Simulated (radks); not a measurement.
All-electron atom: Gd X in [Kr] 4d10 4f5 5s2 5p2.

Calculated with a radial shooting solver on a logarithmic mesh with Libxc functionals: scalar-relativistic Kohn-Sham, exchange-only LDA, spin-polarised, spherical densities, point nucleus; open shells are filled with parallel spins first (spin-orbit coupling, left out, can overturn this in heavy ions).

Energy parts (eV):
part                  energy
total             -305739.36
kinetic            328431.87
electron-nucleus  -738236.10
Hartree            110327.58
exchange            -6262.71

Orbitals (lengths in bohr, moments of r in powers of bohr; r(max) is where P^2 peaks):
orbital  occ.  eigenvalue (eV)   r(max)
1s up       1        -50203.71  0.01393
1s down     1        -50203.49  0.01393
2s up       1        -8412.708  0.07907
2s down     1        -8412.480  0.07907
2p up       3        -7505.631  0.06396
2p down     3        -7505.377  0.06396
3s up       1        -1980.361   0.2245
3s down     1        -1977.609   0.2244
3p up       3        -1699.352   0.2203
3p down     3        -1696.604   0.2202
3d up       5        -1327.290   0.1800
3d down     5        -1325.111   0.1799
4s up       1        -515.0871   0.5146
4s down     1        -509.1094   0.5144
4p up       3        -421.7636   0.5364
4p down     3        -415.8089   0.5363
4d up       5        -292.4579   0.5552
4d down     5        -286.4761   0.5549
5s up       1        -176.6355    1.130
5s down     1        -170.5051    1.131
4f up       5        -150.0247   0.5444
5p up       2        -148.6231    1.232
4f down     0        -143.8183   0.5444
5p down     0        -142.7865    1.237

The highest occupied level is 5p up at -148.62 eV. The density falls to 0.001 e/bohr^3 at r = 2.54 bohr. Spin moment in Bohr magnetons: 7. For comparison, the ionisation energy in NIST's Atomic Spectra Database is 165 eV (theoretical). In exact Kohn-Sham theory the highest level is minus the ionisation energy, but local and semilocal functionals leave it too shallow, through self-interaction and a potential that decays too fast; potentials with the right tail come closer. Summed over all electrons, <r^2> = 18.88 bohr^2, which gives a Langevin (diamagnetic) susceptibility term of -14.9 x 10^-6 cm^3/mol.
